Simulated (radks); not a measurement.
Q: These are the eigenvalues of the occupied orbitals of an atom or ion with whole-number occupations (hartree). All-electron calculation, scalar-relativistic Kohn-Sham, BLYP, spin-polarised, spherical densities, finite nucleus; Fermi nuclear charge, rms radius of each element as measured or else 0.836 A^(1/3) + 0.57 fm. Program: a radial shooting solver on a logarithmic mesh with Libxc functionals.

1s up: -1972.572
1s down: -1972.569
2s up: -329.0781
2s down: -329.0751
2p up: -292.1159
2p down: -292.1124
3s up: -73.79818
3s down: -73.73927
3p up: -62.44860
3p down: -62.38962
3d up: -47.83565
3d down: -47.78988
4s up: -15.20236
4s down: -15.06980
4p up: -11.46663
4p down: -11.33559
4d up: -6.37818
4d down: -6.24831
5s up: -2.53712
5s down: -2.44174
5p up: -1.64445
5p down: -1.56383
4f up: -0.86493
4f down: -0.74310
6s up: -0.62433

Which element is it, and in what charge state? The configuration may be excited. Open shells, if any, are filled with parallel spins first.

A: Z = 66, dysprosium, charge +2: Dy2+ in [Kr] 4d10 4f10 5s2 5p5 6s1. The list shows which subshells hold electrons but not how many an open one holds; the 1s level, -1972.6 hartree, gives Z - s = 62.8 by -(Z - s)^2/2, which with screening and relativity narrows Z to a few neighbours, and the depths of the outer levels then fix element, charge and occupations together.
